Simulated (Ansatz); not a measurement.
Cost and result for the atomization energy of `C[SiH2]OB(O)O` (13 atoms, 12 bonds).

Z-matrix (Å, degrees):
```
C
Si 1 1.857
H 1 1.092 2 110.9
H 1 1.092 2 110.9 3 120.4
H 1 1.093 2 110.3 3 -119.8
O 2 1.657 1 107.3 3 -60.2
H 2 1.487 1 110.7 3 59.3
H 2 1.487 1 110.7 3 -179.6
B 6 1.363 2 130.8 1 -180.0
O 9 1.365 6 119.7 2 -0.0
O 9 1.368 6 120.8 2 180.0
H 10 0.960 9 112.4 6 180.0
H 11 0.959 9 112.0 6 0.0
```

Total charge 0; spin multiplicity 1. The structure was optimised at the PBE0-D4/def2-TZVP level. It is one conformer, not always the lowest. Program: Ansatz. All runs use 2 threads of an AMD EPYC 7R13 on a shared host and a share of an NVIDIA H100 80 GB. Times are those of one run each, without the atoms' runs, and a repeat can differ threefold. Electronic energies, without spin–orbit coupling; frozen cores. CCSD(T)/CBS adds CCSD(T) − MP2 in def2-TZVPP to the MP2 limit, and its time is that of the two runs behind it. T1 = 0.011. B3LYP takes the VWN-RPA correlation (the form of Gaussian; ORCA's B3LYP/G).

CCSD(T)/CBS is a level of theory with its own doubt, some kJ/mol a heavy atom from the limit and from the frozen cores, so smaller differences don't rank the functionals.

```
                             level  functions  wall time
 B3LYP-D4/def2-TZVPP (with forces)        295      3.8 s
                PBE0-D4/def2-TZVPP        295      4.2 s
  ωB97M-V/def2-TZVPP (with forces)        295      4.6 s
                ωB97X-V/def2-TZVPP        295      4.7 s
                 B2PLYP/def2-TZVPP        295      5.5 s
                CCSD(T)/def2-TZVPP        295        7 s
   PBE-D4/def2-TZVPP (with forces)        295      7.5 s
r2SCAN-D4/def2-TZVPP (with forces)        295      8.5 s
                    MP2/def2-QZVPP        565       11 s
                 CCSD(T)/CBS(def2)          –       18 s
```

(1) What atomization energy does each give, and how far from CCSD(T)/CBS? (Best estimate.)

Results:

(1) Computed: 
```tsv
level	atomization (kJ/mol)	difference from CCSD(T)/CBS	per bond
B3LYP-D4/def2-TZVPP (with forces)	5305.1	-20.3	-1.7
PBE0-D4/def2-TZVPP	5286.9	-38.5	-3.2
ωB97M-V/def2-TZVPP (with forces)	5336.6	11.2	0.9
ωB97X-V/def2-TZVPP	5321.2	-4.2	-0.4
B2PLYP/def2-TZVPP	5267.7	-57.7	-4.8
CCSD(T)/def2-TZVPP	5188.4	-137.0	-11.4
PBE-D4/def2-TZVPP (with forces)	5379.3	53.9	4.5
r2SCAN-D4/def2-TZVPP (with forces)	5334.9	9.5	0.8
MP2/def2-QZVPP	5388.3	62.9	5.2
CCSD(T)/CBS(def2)	5325.4	0.0	0.0
```

The D4 term adds +38.8 kJ/mol with B3LYP and +20.5 kJ/mol with PBE0; it sums over pairs of atoms, weighted by their polarisabilities, and B3LYP, whose exchange is more repulsive, gets the larger term. In def2-TZVPP, CCSD(T) changes the Hartree–Fock value by +1231.0 kJ/mol (the triples alone add +69.2 kJ/mol) and MP2 by +1349.1 kJ/mol; breaking electron pairs costs correlation energy, which Hartree–Fock lacks. From PBE to PBE0 (25 % exact exchange), in def2-TZVPP and without D4, the atomization energy moves by −88.7 kJ/mol: exact exchange takes away binding that semilocal exchange gives to molecules.
